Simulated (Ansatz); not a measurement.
Stepwise reaction of dimethylcadmium with hydrogen fluoride, as a gas-phase model of exchange steps in deposition or etching. ΔE in kJ/mol.

Isolated molecules relaxed with PBE0-D4/def2-TZVP in Ansatz; ΔE leaves out vibrations. CCSD(T)/CBS is the MP2 limit (def2-TZVPP, def2-QZVPP) plus CCSD(T) − MP2 in def2-TZVPP, frozen cores. This one scheme is used for every species. Functionals use def2-TZVPP. B3LYP here is the variant with VWN-RPA as its local correlation; programs differ in this. def2 core potentials past Kr. For Cd outer-core shells are correlated without core-valence functions, which leaves a few kJ/mol of doubt a bond.

```json
{"step": "2", "reaction": "`[CH3][Cd][F]` + H–F → `[F][Cd][F]` + CH₄", "PBE-D4": "-29.2", "B3LYP-D4": "-36.4", "ωB97M-V": "-34.9", "CCSD(T)/CBS": "-29.6"}
```

**Question.** Give the row of step 1, `[CH3][Cd][CH3]` + H–F → `[CH3][Cd][F]` + CH₄. (Estimate.)

**Answer.** Computed: 
```json
{"step": "1", "reaction": "`[CH3][Cd][CH3]` + H–F → `[CH3][Cd][F]` + CH₄", "PBE-D4": "-87.7", "B3LYP-D4": "-94.8", "ωB97M-V": "-87.7", "CCSD(T)/CBS": "-82.1"}
```

**Question.** By hand: ΔE of the 2 steps together at CCSD(T)/CBS.

**Answer.** (-82.1) + (-29.6) = -111.7 kJ/mol, or -55.8 kJ/mol a step.

In ΔE each step is higher than the one before. All are downhill at CCSD(T)/CBS. PBE-D4 differs from CCSD(T)/CBS by -5.6 to 0.4 kJ/mol a step. Isolated molecules leave out the surface, adducts and barriers. Largest T1 diagnostic: 0.018.
